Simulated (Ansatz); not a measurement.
Cost and result for the atomization energy of `F/C=C\I` (6 atoms, 5 bonds).

Total charge 0; spin multiplicity 1. Correlated methods include outer-core shells of I, which these sets cover unevenly. I takes the def2 core potential. The structure was optimised at the PBE0-D4/def2-TZVP level. Program: Ansatz. All runs use 2 threads of a server CPU on a shared host. Times are those of one run each, without the atoms' runs, and a repeat can differ threefold. Electronic energies, without spin–orbit coupling; frozen cores. CCSD(T)/CBS adds CCSD(T) − MP2 in def2-TZVPP to the MP2 limit, and its time is that of the two runs behind it. T1 = 0.011. With those shells the extrapolation isn't a true limit. B3LYP takes the VWN-RPA correlation (the form of Gaussian; ORCA's B3LYP/G).

CCSD(T)/CBS is a level of theory with its own doubt, some kJ/mol a heavy atom from the limit and from the frozen cores, so smaller differences don't rank the functionals.

```
                             level  functions  wall time
   PBE-D4/def2-TZVPP (with forces)        171      1.2 s
                PBE0-D4/def2-TZVPP        171      1.7 s
 B3LYP-D4/def2-TZVPP (with forces)        171      2.2 s
r2SCAN-D4/def2-TZVPP (with forces)        171      2.2 s
                 B2PLYP/def2-TZVPP        171      3.2 s
                ωB97X-V/def2-TZVPP        171        4 s
  ωB97M-V/def2-TZVPP (with forces)        171        5 s
                    MP2/def2-QZVPP        313       11 s
                CCSD(T)/def2-TZVPP        171       25 s
                 CCSD(T)/CBS(def2)          –       36 s
```

**Question.** What atomization energy does each give, and how far from CCSD(T)/CBS? (Estimate.)

**Answer.** Ansatz gave: 
```
                             level  atomization (kJ/mol)  difference from CCSD(T)/CBS  per bond
   PBE-D4/def2-TZVPP (with forces)                2305.7                         97.1      19.4
                PBE0-D4/def2-TZVPP                2230.3                         21.7       4.3
 B3LYP-D4/def2-TZVPP (with forces)                2200.2                         -8.4      -1.7
r2SCAN-D4/def2-TZVPP (with forces)                2218.4                          9.8       2.0
                 B2PLYP/def2-TZVPP                2181.3                        -27.3      -5.5
                ωB97X-V/def2-TZVPP                2199.9                         -8.7      -1.7
  ωB97M-V/def2-TZVPP (with forces)                2202.1                         -6.5      -1.3
                    MP2/def2-QZVPP                2256.7                         48.1       9.6
                CCSD(T)/def2-TZVPP                2142.5                        -66.1     -13.2
                 CCSD(T)/CBS(def2)                2208.6                          0.0       0.0
```

From PBE to PBE0 (25 % exact exchange), in def2-TZVPP and without D4, the atomization energy moves by −73.4 kJ/mol: exact exchange takes away binding that semilocal exchange gives to molecules. The D4 term adds +19.9 kJ/mol with B3LYP and +10.2 kJ/mol with PBE0; it sums over pairs of atoms, weighted by their polarisabilities, and B3LYP, whose exchange is more repulsive, gets the larger term. In def2-TZVPP, CCSD(T) changes the Hartree–Fock value by +622.7 kJ/mol (the triples alone add +51.6 kJ/mol) and MP2 by +697.7 kJ/mol; breaking electron pairs costs correlation energy, which Hartree–Fock lacks.

Spin–orbit coupling would lower the free I atoms strongly, and the atomization energy with them, by more than many differences here.
